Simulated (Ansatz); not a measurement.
CH4AlIO, SMILES [CH3][Al]([OH])[I].

Coordinates come from a B3LYP-D3(BJ)/def2-SVP optimisation. The def2 effective core potentials stand for the cores of I; spin–orbit coupling is left out. One conformer was computed; it need not be the lowest.

Two levels are set side by side: PBE/def2-SVPD (Ansatz, an electronic-structure program) and PBE0/def2-SVPD (Ansatz). Energy differences of separate SCF runs at the same geometry; the states with an electron removed or added have multiplicity 2 and 2. Differences are taken from unrounded values.

```json
[
 {"quantity": "vertical ionisation energy (eV)", "PBE0": "9.81"},
 {"quantity": "vertical singlet–triplet gap (eV)", "PBE0": "5.59"}
]
```

What does PBE give, and how far is it from PBE0? (Estimate from the structure and the level; the computed values follow.)


```tsv
quantity	PBE	PBE minus PBE0
vertical ionisation energy (eV)	9.52	-0.29
vertical singlet–triplet gap (eV)	5.18	-0.42
```
